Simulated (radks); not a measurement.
Values are calculated unless marked as measured or tabulated.
Effect of the nuclear size on the palladium ion Pd2+, [Kr] 4d8. Code: a radial shooting solver on a logarithmic mesh with Libxc functionals. Model: Dirac Kohn-Sham, relativistic LDA (MacDonald-Vosko exchange, VWN5 correlation), spin-unpolarised, spherical densities, finite nucleus; open shells fill j = l - 1/2 first; Fermi nuclear charge, rms radius 4.5318 fm. The rms radius is varied about that value; shifts are against it.

rms radius (fm)  total energy shift (eV)  density at nucleus (e/bohr^3)  1s1/2 shift (meV)  2s1/2 shift (meV)  4s1/2 shift (meV)  4p1/2 shift (meV)  5s1/2 (empty) shift (meV)
3.8838                            -0.660                       1.34e+05               -277              -30.7              -1.08              0.042                     -0.138
4.1602                            -0.389                      1.328e+05               -163              -18.1             -0.637              0.025                     -0.082
4.5318                                 0                      1.313e+05              0.000              0.000              0.000              0.000                      0.000
4.7131                             0.200                      1.307e+05               84.0               9.32              0.328             -0.013                      0.042
5.624                               1.31                      1.277e+05                549               60.9               2.15             -0.084                      0.275

Slopes of the eigenvalues against <r^2> in GHz/fm^2, as finite differences over the two radii next to the reference (eigenvalue slopes, not the field-shift constants of lines): 1s1/2 12200, 2s1/2 1350, 4s1/2 47.6, 4p1/2 -1.87, 5s1/2 (empty) 6.09.
